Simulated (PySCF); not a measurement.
FeO4, SMILES [O]=[Fe](=[O])(=[O])=[O], multiplicity 1.

The structure is a stationary point at PBE0-D3(BJ)/def2-SVP. The spin state was assumed, not searched.

These are TDDFT-PBE/def2-SVPD (PySCF 2.14.0) values and carry that method's errors.

Vertical excitations; the highest root listed may be one member of a degenerate set. Gas-phase values at a fixed geometry. State labels are in the subgroup D2.

### Question
List the lowest excited states. (Estimate from the structure and the level; the computed values follow.)

### Answer

```json
[
 {"state": "S1", "symmetry": "B3", "energy (eV)": "1.88", "λ (nm)": "659", "f": "0.000", "main pairs": "HOMO→LUMO+1, HOMO→LUMO (degenerate set)"},
 {"state": "S2", "symmetry": "B2", "energy (eV)": "1.88", "λ (nm)": "659", "f": "0.000", "main pairs": "HOMO−1→LUMO+1, HOMO−1→LUMO (degenerate set)"},
 {"state": "S3", "symmetry": "B1", "energy (eV)": "1.88", "λ (nm)": "659", "f": "0.000", "main pairs": "HOMO−2→LUMO (degenerate set)"},
 {"state": "S4", "symmetry": "B3", "energy (eV)": "2.35", "λ (nm)": "528", "f": "0.004", "main pairs": "HOMO→LUMO, HOMO→LUMO+1 (degenerate set)"},
 {"state": "S5", "symmetry": "B2", "energy (eV)": "2.35", "λ (nm)": "528", "f": "0.004", "main pairs": "HOMO−1→LUMO, HOMO−1→LUMO+1 (degenerate set)"},
 {"state": "S6", "symmetry": "B1", "energy (eV)": "2.35", "λ (nm)": "528", "f": "0.004", "main pairs": "HOMO−2→LUMO+1 (degenerate set)"},
 {"state": "S7", "symmetry": "B1", "energy (eV)": "3.40", "λ (nm)": "365", "f": "0.000", "main pairs": "HOMO−3→LUMO+1 (degenerate set)"},
 {"state": "S8", "symmetry": "B3", "energy (eV)": "3.40", "λ (nm)": "365", "f": "0.000", "main pairs": "HOMO−4→LUMO, HOMO−4→LUMO+1 (degenerate set)"},
 {"state": "S9", "symmetry": "B2", "energy (eV)": "3.40", "λ (nm)": "365", "f": "0.000", "main pairs": "HOMO−5→LUMO, HOMO−5→LUMO+1 (degenerate set)"},
 {"state": "S10", "symmetry": "B1", "energy (eV)": "3.57", "λ (nm)": "348", "f": "0.001", "main pairs": "HOMO−3→LUMO 61 %, HOMO−1→LUMO+3 19 %, HOMO→LUMO+2 19 %"},
 {"state": "T1", "symmetry": "B2", "energy (eV)": "1.24", "λ (nm)": "1002", "f": "0", "main pairs": "HOMO−1→LUMO, HOMO−1→LUMO+1 (degenerate set)"},
 {"state": "T2", "symmetry": "B3", "energy (eV)": "1.24", "λ (nm)": "1002", "f": "0", "main pairs": "HOMO→LUMO, HOMO→LUMO+1 (degenerate set)"},
 {"state": "T3", "symmetry": "B1", "energy (eV)": "1.24", "λ (nm)": "1002", "f": "0", "main pairs": "HOMO−2→LUMO+1 (degenerate set)"},
 {"state": "T4", "symmetry": "B2", "energy (eV)": "1.55", "λ (nm)": "800", "f": "0", "main pairs": "HOMO−1→LUMO+1 74 %, HOMO−1→LUMO 25 %"}
]
```
Triplets are in the Tamm–Dancoff approximation, which puts them higher than full response would, so one can lie above its singlet here.
